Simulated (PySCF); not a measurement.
Isomers of C3H5N. Isolated molecules, 0 K electronic values unless said otherwise. One relaxed conformer stands for each flexible species; it need not be the lowest. Strings in code marks are SMILES. All members: neutral, multiplicity 1. Level: PBE0-D4/def2-TZVP (PySCF), beside PBE-D3(BJ)/def2-TZVP // PBE0-D4/def2-TZVP (PySCF) at the same geometries. Delta-SCF ions had no search for a lower state.  The removal energy is E(N − 1 electrons) − E(N electrons) at the parent's geometry.

```tsv
species	vertical ionisation energy (Delta-SCF), PBE (eV)	vertical ionisation energy (Delta-SCF), PBE0-D4 (eV)
`C=C=CN` (C–C–N–H torsion 143°)	8.08	8.18
`CC#CN`	8.20	8.33
`C1=CNC1`	8.47	withheld
`C=C=NC`	8.76	8.83
`N=C1CC1`	9.23	9.44
`CCC#N`	11.49	11.80
```

Question: Fit y = a + b·x, y being the vertical ionisation energy (Delta-SCF) at the first level, to the 5 complete rows by least squares, with x = the PBE value in eV. Give a, b and the rms residual, and predict the withheld value.

Answer: Means of the 5 rows: x̄ = 9.152, ȳ = 9.316 eV. Σ(x − x̄)² = 7.6815 and Σ(x − x̄)(y − ȳ) = 8.1642, so b = 1.063 and a = ȳ − b·x̄ = -0.413 eV. The rms residual is 0.038 eV. At x = 8.47 the line gives 8.59 eV. The run for `C1=CNC1` gave 8.50 eV, so the line is off by 0.09 eV, more than twice the rms residual.

Codes: PySCF.
